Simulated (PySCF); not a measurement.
Species: C2H3F5S.
SMILES with atom numbers: `[CH2:1]=[CH:2][S:3]([F:4])([F:5])([F:6])([F:7])[F:8]` (hydrogens: H9, H10 on C1; H11 on C2)

Torsions of this conformer, `[CH2:1]=[CH:2][S:3]([F:4])([F:5])([F:6])([F:7])[F:8]`: C1–C2–S3–F4 -45°.

The closed-shell ground state was solved at several levels (PySCF, density fitting, gas phase, non-relativistic). Isolated species at its PBE0-D3(BJ)/def2-TZVP geometry, gas phase.

```json
{"level": "B97-2/pcSseg-2", "basis functions": "337", "total energy (Eh)": "-975.4395", "HOMO (eV)": "-8.81", "LUMO (eV)": "-1.23", "gap (eV)": "7.58", "dipole (D)": "3.17"}
{"level": "PBE0/pcSseg-2", "basis functions": "337", "total energy (Eh)": "-974.8978", "HOMO (eV)": "-9.10", "LUMO (eV)": "-1.18", "gap (eV)": "7.92", "dipole (D)": "3.18"}
{"level": "wB97X-D/pcSseg-2", "basis functions": "337", "total energy (Eh)": "-975.4264", "HOMO (eV)": "-10.98", "LUMO (eV)": "0.68", "gap (eV)": "11.66", "dipole (D)": "3.19"}
```

Problem. Estimate the row for KT3/pcSseg-2, a basis of 337 functions; the other rows only guide the guess.

Solution. Total energy -985.4788 Eh, HOMO -7.82 eV, LUMO -2.14 eV, gap 5.68 eV, dipole 3.04 D.

Problem. Over all these levels, which gives the widest orbital gap and which the narrowest?

Solution. wB97X-D/pcSseg-2 (range-separated hybrid) has the widest, 11.66 eV, and KT3/pcSseg-2 (GGA) the narrowest, 5.68 eV. From the narrowest to the widest the HOMO moves by -3.16 eV and the LUMO by +2.82 eV.

Problem. In the pcSseg-2 basis, how does the gap go with the fixed share of exact exchange?

Solution. KT3 (0 %) 5.68 eV; B97-2 (21 %) 7.58 eV; PBE0 (25 %) 7.92 eV. Each rise in the share widens the gap here.

Problem. How far do the dipole and the HOMO energy spread over the levels?

Solution. The dipole runs from 3.04 to 3.19 D (mean 3.15 D) and the HOMO from -10.98 to -7.82 eV.

The pairwise dispersion term of wB97X-D wasn't added to the energies; at a given geometry it leaves orbitals and properties as they are.
